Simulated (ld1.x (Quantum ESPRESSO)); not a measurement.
Reading a pseudo-wave (strontium)

Columns: radius, all-electron u(r) and pseudo u(r) of the 5s shell (level -11.21 eV) of strontium in the configuration [Ar] 3d10 4s2 4p6 4d0 5s0.5 5p0; LDA (PZ), scalar-relativistic, PAW scheme, ld1.x (Quantum ESPRESSO) 7.5.

```json
{"r (bohr)": "0.202", "all-electron": "0.0000", "pseudo": "-0.3094"}
{"r (bohr)": "0.404", "all-electron": "0.1756", "pseudo": "-0.5587"}
{"r (bohr)": "0.606", "all-electron": "-0.0339", "pseudo": "-0.7037"}
{"r (bohr)": "0.808", "all-electron": "-0.2371", "pseudo": "-0.7261"}
{"r (bohr)": "1.010", "all-electron": "-0.3075", "pseudo": "-0.6366"}
{"r (bohr)": "1.212", "all-electron": "-0.2628", "pseudo": "-0.4677"}
{"r (bohr)": "1.414", "all-electron": "-0.1497", "pseudo": "-0.2617"}
{"r (bohr)": "1.616", "all-electron": "-0.0081", "pseudo": "-0.0569"}
{"r (bohr)": "1.818", "all-electron": "0.1355", "pseudo": "0.1215"}
{"r (bohr)": "2.020", "all-electron": "0.2659", "pseudo": "0.2647"}
{"r (bohr)": "2.222", "all-electron": "0.3757", "pseudo": "0.3761"}
{"r (bohr)": "2.424", "all-electron": "0.4624", "pseudo": "0.4624"}
{"r (bohr)": "2.626", "all-electron": "0.5262", "pseudo": "0.5262"}
{"r (bohr)": "2.828", "all-electron": "0.5692", "pseudo": "0.5692"}
{"r (bohr)": "3.030", "all-electron": "0.5939", "pseudo": "0.5939"}
{"r (bohr)": "3.232", "all-electron": "0.6034", "pseudo": "0.6034"}
{"r (bohr)": "3.434", "all-electron": "0.6004", "pseudo": "0.6004"}
{"r (bohr)": "3.636", "all-electron": "0.5874", "pseudo": "0.5874"}
{"r (bohr)": "3.838", "all-electron": "0.5669", "pseudo": "0.5669"}
{"r (bohr)": "4.040", "all-electron": "0.5407", "pseudo": "0.5407"}
{"r (bohr)": "4.242", "all-electron": "0.5105", "pseudo": "0.5105"}
{"r (bohr)": "4.444", "all-electron": "0.4779", "pseudo": "0.4779"}
{"r (bohr)": "4.646", "all-electron": "0.4439", "pseudo": "0.4439"}
{"r (bohr)": "4.848", "all-electron": "0.4095", "pseudo": "0.4095"}
{"r (bohr)": "5.050", "all-electron": "0.3754", "pseudo": "0.3754"}
{"r (bohr)": "5.252", "all-electron": "0.3423", "pseudo": "0.3423"}
```

Q: How many radial nodes do the two functions have?

A: The all-electron 5s function has n − l − 1 = 4 (the table is too coarse to show those close to the nucleus); the pseudo-wave has 1, since 1 lower shell of the same l stays in the valence.

Q: At about which radius was the pseudo-wave matched?

A: 2.42 bohr, where the columns begin to agree (steps of 0.20 bohr).

Q: Is the pseudo-wave norm-conserving?

A: No, it belongs to a PAW set: the norm inside the radius is not constrained, and the difference is carried by the augmentation charge.
